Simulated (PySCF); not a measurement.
## How methods differ on the ionisation energy of Se¹¹⁺

Se¹¹⁺ [Ar] 3d5 [3d3/2^4 3d5/2^1, M_J = 5/2] → Se¹²⁺ [Ar] 3d4 [3d3/2^4, M_J = 0], as a difference of total energies. Calculation: PySCF 2.14, in an uncontracted even-tempered set (17 s from 0.76 bohr⁻², ratio 2.8; 12 p from 0.98 bohr⁻², ratio 2.8; 8 d from 0.98 bohr⁻², ratio 2.8; 4 f from 4.3 bohr⁻², ratio 3); the two-component X2C-1e Hamiltonian. Correlated levels: [Ne] frozen; the 70 highest virtual spinors dropped. "Screened" scales the spin-orbit matrix elements by Boettger's factors to mimic the two-electron term; Breit and QED terms are absent.

| method | ionisation energy (eV) |
| --- | --- |
| GHF (spin-free) | 343.91 |
| GMP2 (spin-free) | 344.46 |
| GHF (screened spin-orbit) | 343.36 |
| GMP2 (screened spin-orbit) | 343.90 |

Question: How much does correlation contribute at GMP2 (screened spin-orbit)?

Answer: 343.90 − (343.36) = 0.54 eV, measured against GHF (screened spin-orbit).

The spin-free rows relax to the high-spin LS determinant and lack the spin-orbit shift.

The labels give the starting determinants; with spin-orbit coupling the two ends relaxed to ⟨J²⟩ = 8.75, ⟨L²⟩ = 0.02, ⟨S²⟩ = 8.71 and ⟨J²⟩ = 3.57, ⟨L²⟩ = 5.93, ⟨S²⟩ = 5.93.

The determinant of Se¹²⁺ mixes levels of different J (the jj label is only the starting occupation), so the difference between spin-free and spin-orbit rows is not the physical spin-orbit shift.

For comparison: 342.9 ± 2.5 eV (theoretical estimate listed by NIST; NIST Atomic Spectra Database, ionization energies).
